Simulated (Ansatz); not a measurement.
Species: C$_{2}$H$_{8}$O$_{2}$S$_{2}$Si (charge 0, singlet). SMILES: CO[Si](S)(S)OC
Coordinates optimised at B3LYP-D3(BJ)/def2-TZVP (Ansatz, a first-principles code):
```xyz
15

C     -1.5392    -1.5730    -1.4876
O     -0.7995    -1.3377    -0.2923
Si    -0.0224     0.0512     0.0673
S     -1.4622     1.6169    -0.1094
S      0.8308    -0.1704     2.0112
O      1.2101     0.3970    -0.9446
C      2.3935    -0.3845    -1.0861
H     -0.9600    -1.2987    -2.3724
H     -1.7718    -2.6362    -1.5282
H     -2.4718    -1.0044    -1.4858
H     -0.5753     2.5899     0.1582
H     -0.3364    -0.5009     2.5883
H      2.9297    -0.0168    -1.9598
H      3.0337    -0.2830    -0.2068
H      2.1557    -1.4411    -1.2298
```
Charge 0, spin multiplicity 1.

Wanted: atomisation energy (electronic, to ground-state atoms), in eV. Correlated levels leave the core frozen unless marked. UHF or UKS for open shells. No spin-orbit coupling. Non-relativistic. The coupled-cluster limit lacks core correlation, which all-electron functionals hold. CBS marks a two-point X^-3 extrapolation of the correlation energy; Hartree-Fock from the larger set.

```tsv
level	program	atomisation energy (eV)
HF/STO-3G	Ansatz	47.14
HF/6-31G	Ansatz	34.47
```

### Question
What does CCSD(T)/CBS(cc-pV(T+d)Z,cc-pV(Q+d)Z) (Ansatz) give?

### Answer
58.26 eV
